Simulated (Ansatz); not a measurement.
`F[SiH](Cl)[SiH]Cl` radical from Hartree–Fock to CCSD(T)

Z-matrix (Å, degrees):
```
Si
Cl 1 2.044
Si 1 2.334 2 106.5
F 1 1.593 2 108.8 3 117.1
H 1 1.481 2 108.5 3 -126.8
Cl 3 2.057 1 110.4 2 -170.2
H 3 1.488 1 112.8 2 -49.0
```

The species carries charge 0 and has multiplicity 2. All single points use the PBE0-D4/def2-TZVP geometry. It is one conformer, not always the lowest. Frozen core, unrestricted reference, Ansatz. CBS rows extrapolate triple and quadruple zeta; past MP2 they add the triple-zeta difference.

```
     basis      HF (Eh)  MP2 corr.  CCSD corr.       (T)  CCSD(T) total
  def2-SVP  -1597.03597   -0.61403    -0.66387  -0.01428    -1597.71412
def2-TZVPP  -1597.69954   -0.83496    -0.89010  -0.03446    -1598.62410
def2-QZVPP  -1597.74797   -0.91709           –         –              –
 CBS(def2)  -1597.75464   -0.97793    -1.03307     as TZ    -1598.82217
```
